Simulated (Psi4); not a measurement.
Cl$_{4}$Se (SMILES Cl[Se](Cl)(Cl)Cl), singlet, geometry from GFN2-xTB; PBE/aug-cc-pVDZ in Psi4.

Psi4 was given this input:
```
memory 2 GB

molecule mol {
0 1
  Se   -0.003007    0.004701    0.442483
  Cl    1.061722   -1.326566   -0.820968
  Cl    1.812304    1.458836    0.396540
  Cl   -1.050276    1.308670   -0.863321
  Cl   -1.817736   -1.450343    0.402783
}

set basis aug-cc-pvdz
set reference rks

energy('pbe')
print_variables()
```

The log (banner, timings and long lists left out):

```
   => Loading Basis Set <=

    Name: AUG-CC-PVDZ
    Role: ORBITAL
    Keyword: BASIS

         ---------------------------------------------------------
                                   SCF
               by Justin Turney, Rob Parrish, Andy Simmonett
                          and Daniel G. A. Smith
                              RKS Reference
         ---------------------------------------------------------

  ==> Geometry <==

    Molecular point group: c1
    Full point group: C1

    Geometry (in Angstrom), charge = 0, multiplicity = 1:

       Center              X                  Y                   Z               Mass
    ------------   -----------------  -----------------  -----------------  -----------------
         SE          -0.002870478606     0.004487728081     0.422393742936    79.916521800000
         CL           1.061858521394    -1.326779271919    -0.841057257064    34.968852682000
         CL           1.812440521394     1.458622728081     0.376450742936    34.968852682000
         CL          -1.050139478606     1.308456728081    -0.883410257064    34.968852682000
         CL          -1.817599478606    -1.450556271919     0.382693742936    34.968852682000

  Running in c1 symmetry.

  Rotational constants: A =      0.06113  B =      0.03707  C =      0.02917 [cm^-1]
  Rotational constants: A =   1832.52316  B =   1111.42057  C =    874.63967 [MHz]
  Nuclear repulsion =  824.779331379374071

  Charge       = 0
  Multiplicity = 1
  Electrons    = 102
  Nalpha       = 51
  Nbeta        = 51

  ==> Algorithm <==

  SCF Algorithm Type is DF.
  DIIS enabled.
  MOM disabled.
  Fractional occupation disabled.
  Guess Type is SAD.
  Energy threshold   = 1.00e-06
  Density threshold  = 1.00e-06
  Integral threshold = 1.00e-12

  ==> Primary Basis <==

  Basis Set: AUG-CC-PVDZ
    Blend: AUG-CC-PVDZ
    Number of shells: 58
    Number of basis functions: 144
    Number of Cartesian functions: 155
    Spherical Harmonics?: true
    Max angular momentum: 2

  ==> DFT Potential <==

   => LibXC <=

    Version 7.1.2
    S. Lehtola, C. Steigemann, M. J. T. Oliveira, and M. A. L. Marques,  SoftwareX 7, 1–5 (2018) (10.1016/j.softx.2017.11.002)

   => Composite Functional: PBE <=

    PBE GGA Exchange-Correlation Functional

    J.P. Perdew et. al., Phys. Rev. Lett., 77(18), 3865-3868, 1996

    Deriv               =              1
    GGA                 =           TRUE
    Meta                =          FALSE

    Exchange Hybrid     =          FALSE
    MP2 Hybrid          =          FALSE

   => Exchange Functionals <=

    1.0000     XC_GGA_X_PBE

   => Correlation Functionals <=

    1.0000     XC_GGA_C_PBE

   => LibXC Density Thresholds  <==

    XC_GGA_C_PBE:  1.00E-12
    XC_GGA_X_PBE:  1.00E-15

   => Molecular Quadrature <=

    Radial Scheme          =       TREUTLER
    Pruning Scheme         =           NONE
    Nuclear Scheme         =       TREUTLER

    Blocking Scheme        =         OCTREE
    BS radius alpha        =              1
    Pruning alpha          =              1
    Radial Points          =             75
    Spherical Points       =            302
    Total Points           =         108902
    Total Blocks           =            929
    Max Points             =            256
    Max Functions          =            144
    Weights Tolerance      =       1.00E-15

   => Loading Basis Set <=

    Name: (AUG-CC-PVDZ AUX)
    Role: JKFIT
    Keyword: DF_BASIS_SCF

  ==> Integral Setup <==

  SCF_SUBTYPE=INCORE selected. In-core MEM_DF algorithm will be used.
  Using in-core AOs.

  ==> MemDFJK: Density-Fitted J/K Matrices <==

    J tasked:                   Yes
    K tasked:                    No
    wK tasked:                   No
    Algorithm:                 Core
    Schwarz Cutoff:           1E-12
    Mask sparsity (%):       0.1929
    Fitting Condition:        1E-10

   => Auxiliary Basis Set <=

  Basis Set: (AUG-CC-PVDZ AUX)
    Blend: AUG-CC-PVDZ-JKFIT
    Number of shells: 212
    Number of basis functions: 706
    Number of Cartesian functions: 839
    Spherical Harmonics?: true
    Max angular momentum: 3

  Minimum eigenvalue in the overlap matrix is 9.7405414331E-04.
  Reciprocal condition number of the overlap matrix is 1.4362867144E-04.
    Using symmetric orthogonalization.

  ==> Pre-Iterations <==

  SCF Guess: Superposition of Atomic Densities via on-the-fly atomic UHF (no occupation information).

   -------------------------
    Irrep   Nso     Nmo
   -------------------------
     A        144     144
   -------------------------
    Total     144     144
   -------------------------

  ==> Iterations <==

                           Total Energy        Delta E     RMS |[F,P]|

   @DF-RKS iter SAD: -4239.05132162415157   -4.23905e+03   0.00000e+00
   @DF-RKS iter   1: -4240.99736769881201   -1.94605e+00   6.20674e-03 ADIIS/DIIS
   @DF-RKS iter   2: -4241.02691856639922   -2.95509e-02   4.78030e-03 ADIIS/DIIS
   @DF-RKS iter   3: -4241.16323526803535   -1.36317e-01   2.43123e-03 ADIIS/DIIS
   @DF-RKS iter   4: -4241.24684286031152   -8.36076e-02   3.56299e-04 ADIIS/DIIS
   @DF-RKS iter   5: -4241.24725811367534   -4.15253e-04   3.04543e-04 ADIIS/DIIS
   @DF-RKS iter   6: -4241.24836461886298   -1.10651e-03   7.87814e-05 DIIS
   @DF-RKS iter   7: -4241.24844621701959   -8.15982e-05   1.15437e-05 DIIS
   @DF-RKS iter   8: -4241.24844784128709   -1.62427e-06   2.51227e-06 DIIS
   @DF-RKS iter   9: -4241.24844792478689   -8.34998e-08   5.61713e-07 DIIS
  Energy and wave function converged.

  ==> Post-Iterations <==

   Electrons on quadrature grid:
      Ntotal   =  101.9999877879 ; deviation = -1.221e-05

    Orbital Energies [Eh]
    ---------------------

    Doubly Occupied:

[...]
    Virtual:

[...]
    Final Occupation by Irrep:
              A
    DOCC [    51 ]
    NA   [    51 ]
    NB   [    51 ]

  @DF-RKS Final Energy: -4241.24844792478689

   => Energetics <=

    Nuclear Repulsion Energy =            824.7793313793740708
    One-Electron Energy =               -7526.0343277420734012
    Two-Electron Energy =                2659.0056841561190595
    DFT Exchange-Correlation Energy =    -198.9991357182067304
    Empirical Dispersion Energy =           0.0000000000000000
    VV10 Nonlocal Energy =                  0.0000000000000000
    Total Energy =                      -4241.2484479247868876

Computation Completed

Properties will be evaluated at   0.000000,   0.000000,   0.000000 [a0]

Properties computed using the SCF density matrix

 Multipole Moments:

 ------------------------------------------------------------------------------------
     Multipole            Electronic (a.u.)      Nuclear  (a.u.)        Total (a.u.)
 ------------------------------------------------------------------------------------

 L = 1.  Multiply by 2.5417464519 to convert [e a0] to [Debye]
 Dipole X            :         -0.0257645            0.0263148            0.0005503
 Dipole Y            :          0.0402863           -0.0411407           -0.0008544
 Dipole Z            :          3.7917701           -3.8722458           -0.0804757
 Magnitude           :                                                    0.0804821

 ------------------------------------------------------------------------------------

  Variable Map:
  ----------------------------------------------------------------------------
[...]
  Array Variable Map:
  ----------------------------------------------------------------------------
[...]
[...]
```
